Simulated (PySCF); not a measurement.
Compound: Ta(NH)Br3 (singlet state).
Bonds: Ta1–N2, Ta1–Br4, Ta1–Br5, Ta1–Br6. Hydrogens: H3 on N2.

Computed, not measured: PBE0-D3(BJ)/def2-SVP geometry optimisation, gas phase, def2 core potentials past Kr in PySCF 2.14.0.

Question: How far are the bound atoms from Ta1?

Answer: 4 atoms: N2 1.745 Å, Br5 2.438 Å, Br6 2.443 Å, Br4 2.446 Å. The nearest atom not counted as bound is H3, at 2.76 Å.

Question: List the angles at Ta1.

Answer: 
```json
{"angle": "Br4–Ta1–Br6", "degrees": "113.7", "distance of the outer atoms (Å)": "4.09"}
{"angle": "Br5–Ta1–Br6", "degrees": "111.1", "distance of the outer atoms (Å)": "4.03"}
{"angle": "Br4–Ta1–Br5", "degrees": "110.2", "distance of the outer atoms (Å)": "4.01"}
{"angle": "N2–Ta1–Br4", "degrees": "107.5", "distance of the outer atoms (Å)": "3.40"}
{"angle": "N2–Ta1–Br5", "degrees": "107.0", "distance of the outer atoms (Å)": "3.39"}
{"angle": "N2–Ta1–Br6", "degrees": "106.9", "distance of the outer atoms (Å)": "3.39"}
```

Question: What is the shape at Ta1?

Answer: Distorted tetrahedral: angles from 106.9° to 113.7°; τ4 = (360° − α − β)/141° = 0.96 with α and β the two widest (0 for a square, 1 for a tetrahedron).

Question: What are the other bond lengths?

Answer: N2–H3 1.014 Å.

Question: What are the rotational constants (commonest isotopes, rigid rotor)?

Answer: A = 670.9, B = 641.8, C = 391.9 MHz: an asymmetric top.

Charge 0, singlet. Stationary, but not proved a minimum.
